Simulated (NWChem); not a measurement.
System: BH, singlet; SMILES [BH]

```xyz
2

B      0.0000     0.0000     0.2379
H      0.0000     0.0000    -1.0144
```
Atoms are numbered in this order, from 1.

Level: PBE0/def2-SVP (NWChem), optimised geometry, unscaled harmonic frequencies. Low-valent species are run as closed-shell singlets; no triplet was tried in these runs.

```tsv
frequency (cm⁻¹)	IR intensity (km/mol)
2365	396.1
```

The zero-point energy is 3.4 kcal/mol, the thermal correction to the enthalpy at 298.15 K (with zero-point energy) is 5.5 kcal/mol and the heat capacity Cv is 5.0 cal/(mol K). The entropy at 298.15 K and 1 atm (symmetry number 1) comes out as 41.1 cal/(mol K) and the dipole moment comes out as 1.60 D.

Rigid rotor and harmonic oscillator.
